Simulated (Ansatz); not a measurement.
Gas-phase electronic energies from Ansatz, PBE0-D4/def2-TZVP geometries. CBS: MP2 limit from def2 TZ/QZ plus the TZ coupled-cluster correction, frozen cores. Functionals use def2-TZVPP. B3LYP here is the variant with VWN-RPA as its local correlation; programs differ in this. HSE06 is defined as in plane-wave codes. One conformer a species, not always the lowest.

`[SiH3]CN[SiH3]` → `CN([SiH3])[SiH3]`  (isomerisation)

```
             level  ΔE (kJ/mol)  difference from CCSD(T)/CBS
         r2SCAN-D4        -65.1                          3.4
            B97M-V        -67.0                          1.5
      CAM-B3LYP-D4        -66.8                          1.7
            B2PLYP        -66.7                          1.8
               PBE        -55.7                         12.8
            revPBE        -53.8                         14.7
              PBE0        -59.7                          8.8
             B3LYP        -62.1                          6.4
           r2SCAN0        -66.0                          2.5
             HSE06        -59.7                          8.8
             BHLYP        -67.3                          1.2
           LC-ωPBE        -61.9                          6.6
     CCSD/def2-SVP        -66.5                          2.0
     HF/def2-QZVPP        -72.4                         -3.9
SCS-MP2/def2-QZVPP        -72.3                         -3.8
     MP2/CBS(def2)        -71.7                         -3.2
       CCSD(T)/CBS        -68.5                            0
```

Largest T1 diagnostic among the species: 0.011.

Leaving LDA and LC-ωPBE aside and taking each functional with its dispersion term where it has one, the values, not all of them listed here, spread over 13.1 kJ/mol, from BHLYP-D4 to PBE-D4. The D4 term adds −4.3 kJ/mol with B3LYP and −2.2 kJ/mol with PBE0; it sums over pairs of atoms, weighted by their polarisabilities, and B3LYP, whose exchange is more repulsive, gets the larger term.

CCSD(T)/CBS has its own doubt, a few kJ/mol and more with outer-core shells, so smaller differences from it don't rank the levels.
